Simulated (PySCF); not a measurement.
# A thermochemical cycle for RbSb

r²SCAN in PySCF with def2-SVPD on every atom (core potentials on Rb, Sb), for the lowest determinant that a PBE0 search found; no spin–orbit coupling. RbSb, a triplet (π ↑↑), has De = 1.15 eV to neutral atoms, and RbSb⁺, a quartet (σ ↑, π ↑↑), has De = 0.15 eV to Rb⁺ + Sb.

The adiabatic ionisation energy of RbSb, between the minima, is 5.08 eV.

Problem. Which ionisation energy of the Rb atom does this level give?

Solution. IE(Rb) = IE(molecule) + De(ion) − De(neutral) = 5.08 + 0.15 − 1.15 = 4.08 eV; the measured value is 4.177 eV (NIST ASD).

Weak bonds: RbSb⁺. Basis-set superposition, not corrected here, can be much of De in a small basis, most of all at correlated wavefunction levels. These are scalar-relativistic numbers at best; spin–orbit coupling would shift them, the dissociation energy most. For an ion De counts to the pair picked by the measured ionisation energies or electron affinities, which need not be the lowest pair at this level. States were picked by a PBE0 search and need not be the measured ground states.
